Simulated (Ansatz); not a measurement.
The As1–H2 bond of AsH is stretched (multiplicity 3).


Cores are frozen in the correlated methods. Filled d and f shells under p-block atoms count as core.

The values were computed with Ansatz (a first-principles code) with Gaussian orbitals. 

FIC-MRCISD+Q on CASSCF(6,5)/cc-pVTZ, total energies (hartree):

| R (Å) | CASSCF | MRCISD | weight c² of the reference |
|---|---|---|---|
| 1.536 | -2234.821165 | -2234.921632 | 0.94591 |
| 2.687 | -2234.747593 | -2234.836329 | 0.94620 |
| 6.142 | -2234.735825 | -2234.820753 | 0.94813 |

Question: Add the Davidson correction (E_MRCISD − E_CASSCF)(1 − c²)/c² and give the energies above the first point at the three levels.

Answer: 
Corrections (hartree): -0.005745, -0.005046, -0.004646. Above the first point (kcal/mol):
- R = 2.687 Å: CASSCF 46.2, MRCISD 53.5, with the correction 54.0
- R = 6.142 Å: CASSCF 53.6, MRCISD 63.3, with the correction 64.0
